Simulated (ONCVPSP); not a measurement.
What the settings do to the ONCV potential of Co (Z = 27)

Base potential:

```json
{
  "Element": "cobalt",
  "Generator": "ONCVPSP 4.0.1",
  "Type": "optimised norm-conserving Vanderbilt (ONCV)",
  "Functional": "PBE",
  "Relativity": "fully relativistic",
  "Frozen core": "[Ar]",
  "Valence charge": "9",
  "Reference configuration": "3d7 4s2",
  "Partial waves": "4s: rc 2.40 bohr, ncon 3, nbas 7, qcut 2.7 1/bohr, 1 projector; p scattering state at 0.2 Ha: rc 2.55 bohr, ncon 4, nbas 8, qcut 3.4 1/bohr, 2 projectors, debl 1.3 Ha; 3d: rc 1.00 bohr, ncon 4, nbas 8, qcut 13.7 1/bohr, 3 projectors, debl 1.6 Ha",
  "Local potential": "polynomial inside 0.90 bohr (lpopt 1, dvloc0 -1 Ha)",
  "Core correction": "Teter function, fcfact 2.75, rcfact 1.6"
}
```

Open shells are filled in proportion to 2j + 1.

In the p channel the program set the typed energies aside and used 0.050, 1.350 Ha (j = l + 1/2; the other j can differ).

Cutoffs, loose and tight: the cutoffs (Ha) at which the residual kinetic energy of the hardest occupied pseudo-wave falls to 1 and 0.1 mHa per electron. They do not see the model core or the augmentation charge, which bear on the density cutoff. Test errors are all-electron minus pseudo excitation energies from the reference, over the configurations 3d7 4s1; 3d7 4s0; 3d6 4s0; 3d7 4s1 4p1. A dash means not determined; rows that change the core or the reference have their own tests.

1 further variants are left out, since the program set their typed debl aside.

A true bound ghost makes a file unfit for plane-wave use even where its test errors are small: the radial tests pick states by their node count and pass the ghost by.

| change | outcome | cutoff, loose | cutoff, tight | bound ghosts | GHOST(+) flags above zero | largest test error (meV) |
| --- | --- | --- | --- | --- | --- | --- |
| base | generated, projector energies reset by the program | 81 Ha | 93 Ha | s | p3/2, p1/2 | -460 |
| s: qcut 1.5 | generated, projector energies reset by the program | 81 Ha | 93 Ha | s | p3/2, p1/2 | -675 |
| scalar-relativistic | generated, projector energies reset by the program | 81 Ha | 92 Ha | s | p | -465 |
| core [Ne] 3s2, valence charge 15; reference 3p6 3d7 4s2; waves now 4s: rc 2.15 bohr, ncon 3, nbas 6, qcut 2.6 1/bohr, 2 projectors, debl 3.1 Ha; 3p: rc 0.95 bohr, ncon 4, nbas 7, qcut 11.6 1/bohr, 2 projectors, debl 3.6 Ha; 3d: rc 1.40 bohr, ncon 4, nbas 9, qcut 11.1 1/bohr, 2 projectors, debl 3.9 Ha; local potential polynomial inside 0.85 bohr (lpopt 5, dvloc0 0 Ha) | generated | 49 Ha | 59 Ha | s | none | +62 |
| d: rc 0.78; local potential polynomial inside 0.78 bohr (lpopt 1, dvloc0 -1 Ha) | generated, projector energies reset by the program | 221 Ha | 381 Ha | s | p3/2, d5/2, p1/2, d3/2 | -460 |
| d: ncon 5, nbas 9 | generated, projector energies reset by the program | 87 Ha | 180 Ha | s | p3/2, d5/2, p1/2, d3/2 | -463 |
